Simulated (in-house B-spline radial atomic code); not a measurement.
The numbers below are computed, except where a source is named.
Building a PAW d channel for Sn, r_c = 1.08 bohr

Sn, [Kr] 4d10 5s2 5p2, non-relativistic PBE, spherical and spin-unpolarised, from an all-electron radial atomic-structure program (B-spline basis) (atomic units; all potentials screened as in the neutral atom).

Two all-electron partial waves φ1, φ2 are integrated outwards at E1 = ε(4d) = -1.002429 and E2 = E1 + 1 hartree; φ1 is the bound orbital and φ2 has unit norm inside r_c = 1.0848 bohr. Smooth partners are polynomials, r^3(a0 + a1 r² + a2 r⁴ + a3 r⁶), matched to φ and three derivatives at r_c, with no condition on the norm. The local potential is -32.5073 + (63.5375) r² + (-52.8312) r⁴ + (16.4299) r⁶ inside 0.8882 bohr and the all-electron one outside.

```tsv
wave	φ(r_c)	φ'(r_c)	a0	a1	a2	a3
1	0.9646273	-0.6473407	5.550035	-8.378928	4.871201	-1.030864
2	1.008662	-2.223253	8.32481	-13.293	7.807489	-1.659024
```

Inside r_c the overlaps are <φi φj> = [[0.56151, 0.74583], [0.74583, 1.00000]] and, for the smooth waves, [[0.48657, 0.63157], [0.63157, 0.82624]]. With χj = (Ej − T − V_local) applied to smooth wave j, the program's quadrature gives the matrix B_ij = <smooth i, χj> as [[0.41728, 0.52669], [0.64095, 0.82840]].

Q: Check the match of the first wave, and find the augmentation charges q_ij.

A: At r_c the four terms are 7.08508, -12.58742, 8.61160, -2.14461, which sum to 0.9646, φ1(r_c) to rounding. q_ij is the all-electron overlap less the smooth one: [[0.07493, 0.11426], [0.11426, 0.17376]]. The smooth first wave has a norm of 0.4866 inside r_c against 0.5615, and q11 > 0 puts back the missing charge.

Q: B isn't symmetric. Show that D_ij = B_ij + Ej q_ij is.

A: Integrating by parts gives B12 − B21 = (E1 − E2) q12: 0.52669 − (0.64095) = -0.11426, and −1 × (0.11426) = -0.11426. So D12 = 0.52669 + (-0.002429)(0.11426) = 0.52641 and D21 = 0.64095 + (-1.002429)(0.11426) = 0.52641; D11 = 0.34217, D22 = 0.82798. The projectors, p = (B⁻¹)ᵀ χ, are dual to the smooth waves; det B = 0.0081, small beside B11 B22, as the two smooth waves look alike inside r_c.

Solving (T + V_local + Σ p D p) ψ = E (1 + Σ p q p) ψ in a sphere of 9 bohr gives these levels:

| all-electron | one projector | two projectors |
| --- | --- | --- |
| -1.002430 | -1.002430 | -1.002430 |
| 0.078707 | 0.078289 | 0.078707 |
| 0.315420 | 0.313728 | 0.315420 |
| 0.716075 | 0.711198 | 0.716074 |
| 1.262980 | 1.250580 | 1.262970 |

Q: What does the second projector gain?

A: With one projector the errors are 0.00, -0.42, -1.69, -4.88, -12.40 millihartree. With two the errors are 0.00, 0.00, 0.00, 0.00, -0.01 millihartree. The scattering is exact at E1 and at E2 = -0.002, and over all levels compared the largest error is 0.01 millihartree. The lowest eigenvalue of the overlap operator is 1 with one and 0.9554 with two projectors. The smooth orbital alone needs a cutoff of 51.6 hartree for 1 millihartree of kinetic energy, against 46.1 for a norm-conserving Troullier-Martins orbital of the same radius.
